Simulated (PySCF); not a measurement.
**Electron correlation in F⁺ (fluorine, charge +1)**

[He] 2s1 2p5, high-spin 3P determinant (an excited configuration). All numbers are calculated (PySCF 2.14, the spin-free X2C one-electron Hamiltonian (Gaussian nucleus), in x2c-QZVPPall with one added diffuse shell each of s, p, d, f type (8s5p4d3f1g, 73 functions)). Frozen: nothing; 8 electrons correlated.

```
  level  correlation energy (mhartree)
   CCSD                        -243.92
    (T)                          -6.00
CCSD(T)                        -249.92
```

Diagnostics: T1 = 0.0059, D1 = 0.0143, largest double amplitude 0.047.

Question: Is a single reference adequate?

Answer: Yes: T1 lies below 0.03 and no double amplitude reaches 0.07.

This basis was not built for core-valence correlation, so the inner-shell part is incomplete.
